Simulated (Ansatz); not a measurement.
Consider the redistribution: `[OH][W]([F])(=[S])=[S]` + `N#C[Si](F)(Cl)Cl` → `[OH][W](=[S])(=[S])[Cl]` + `N#C[Si](F)(F)Cl`.

Gas-phase electronic energies from Ansatz, PBE0-D4/def2-TZVP geometries. CCSD(T)/CBS adds triple-zeta CCSD(T) − MP2 to the extrapolated MP2 energy (def2 sets, frozen cores). DFT in def2-TZVPP. def2 core potentials past Kr. For W outer-core shells are correlated without core-valence functions, which leaves a few kJ/mol of doubt a bond. Each species was taken in one conformer, which may not be the lowest.

```
                  species  RPA@PBE/def2-TZVPP energy (Eh)
 `[OH][W]([F])(=[S])=[S]`                     -1038.47727
       `N#C[Si](F)(Cl)Cl`                     -1401.57077
`[OH][W](=[S])(=[S])[Cl]`                     -1398.45333
        `N#C[Si](F)(F)Cl`                     -1041.61845
```

(1) Work out ΔE.

Largest T1 diagnostic among the species: 0.022, so the coupled-cluster value is less sure than usual.

Results:

(1) ΔE = (-1398.45333) + (-1041.61845) − (-1038.47727) − (-1401.57077) = -0.02374 Eh = -62.3 kJ/mol. CCSD(T)/CBS gives -64.9 kJ/mol.

From r2SCAN to r2SCAN0 (25 % exact exchange), in def2-TZVPP and without D4, ΔE moves by −5.7 kJ/mol. At CCSD(T), def2-SVP lies +14.2 kJ/mol from the extrapolated value and def2-TZVPP −0.6 kJ/mol.
